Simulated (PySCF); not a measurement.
## Pd: interval between two levels

Pd [Kr] 4d10 → Pd [Kr] 4d9 5s1 [3D3, M_J = 3], as a difference of total energies. All numbers are calculated (PySCF 2.14, the two-component X2C-1e Hamiltonian, in x2c-TZVPall-2c (8s9p7d1f, 77 functions)). Correlated levels: [Ar] 3d10 frozen; the 6 highest virtual spinors dropped. "Screened" scales the spin-orbit matrix elements by Boettger's factors to mimic the two-electron term; Breit and QED terms are absent.

| method | interval between two levels (cm⁻¹) |
| --- | --- |
| GHF (spin-free) | 444.33 |
| GMP2 (spin-free) | 8616.4 |
| GHF (screened spin-orbit) | -985.23 |
| GMP2 (screened spin-orbit) | 7091.8 |

The labels give the starting determinants; with spin-orbit coupling the two ends relaxed to ⟨J²⟩ = 0.00, ⟨L²⟩ = 0.02, ⟨S²⟩ = 0.02 and ⟨J²⟩ = 12.01, ⟨L²⟩ = 6.02, ⟨S²⟩ = 2.02.
